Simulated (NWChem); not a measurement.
System: NH$_{4}$ cation; SMILES [NH4+]

Computed with NWChem. Pople sets run with spherical d functions. STO-3G and 3-21G are far too small for this property and stand as cheap habits. The geometry was optimised at PBE0-D3(BJ)/def2-TZVP. B3LYP is NWChem's, with the RPA form of VWN correlation. Field at 589 nm.

```
level              isotropic polarisability (bohr³)  anisotropy (bohr³)
-----------------  --------------------------------  ------------------
B3LYP/STO-3G                                    [?]                 0.0
B3LYP/6-31G*                                    7.2                 0.0
B3LYP/def2-SVP                                  7.4                 0.0
B3LYP/def2-SVPD                                 9.2                 0.0
B3LYP/aug-cc-pVDZ                               9.3                 0.0
B3LYP/def2-TZVPD                                9.2                 0.0
```

Task: Complete the blanks.

Result: 
- B3LYP/STO-3G, isotropic polarisability (bohr³): 4.6
